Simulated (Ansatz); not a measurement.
`O[Si](Cl)(Cl)Cl` + H–F → `O[Si](F)(Cl)Cl` + HCl at 600 K and 1 bar (ligand exchange at the Si–Cl bond).

Calculated with Ansatz (gas phase, PBE0-D4/def2-TZVP geometries, no zero-point term in ΔE). CCSD(T)/CBS adds triple-zeta CCSD(T) − MP2 to the extrapolated MP2 energy (def2 sets, frozen cores). This one scheme is used for every species. One conformer a species, not always the lowest.

| species | CCSD(T)/CBS energy (Eh) | H − E (kJ/mol) | S (J/(mol·K)) |
| --- | --- | --- | --- |
| `O[Si](Cl)(Cl)Cl` | -1744.40331 | 104.8 | 426.9 |
| H–F | -100.39570 | 42.3 | 194.0 |
| `O[Si](F)(Cl)Cl` | -1384.43664 | 106.2 | 413.2 |
| HCl | -460.38127 | 35.4 | 207.2 |

H − E and S are ideal-gas, rigid-rotor, harmonic terms from PBE0-D4/def2-TZVP, for one conformer and one mirror image of each species. 1 Eh = 2625.50 kJ/mol, R = 8.31446 J/(mol·K).

Q: By hand: ΔE, ΔH, ΔS and ΔG.

A: ΔE = (-1384.43664) + (-460.38127) − (-1744.40331) − (-100.39570) = -0.01890 Eh = -49.6 kJ/mol. Δ(H − E) = 106.2 + 35.4 − 104.8 − 42.3 = -5.5, so ΔH = -55.1 kJ/mol. ΔS = 413.2 + 207.2 − 426.9 − 194.0 = -0.5 J/(mol·K). ΔG = -55.1 − 600 × (-0.5)/1000 = -54.8 kJ/mol.

Q: By hand: the equilibrium constant, and the temperature at which ΔG would vanish if ΔH and ΔS stayed fixed.

A: log₁₀ K = −ΔG/(RT ln 10) = 4.8. ΔG = 0 at ΔH/ΔS = 110200 K, far beyond where these terms or the molecules hold.

The number of gas molecules stays the same, so ΔS is small and ΔH decides. A doubt of 5 kJ/mol in ΔE shifts log₁₀ K by 0.4 here. Other conformers and mirror images would add mixing entropy, several J/(mol·K) or more a flexible species. These are equilibria of isolated gas molecules and say nothing of rates. Largest T1 diagnostic: 0.010 (customary marks: 0.02 for closed shells, 0.045 for open ones).
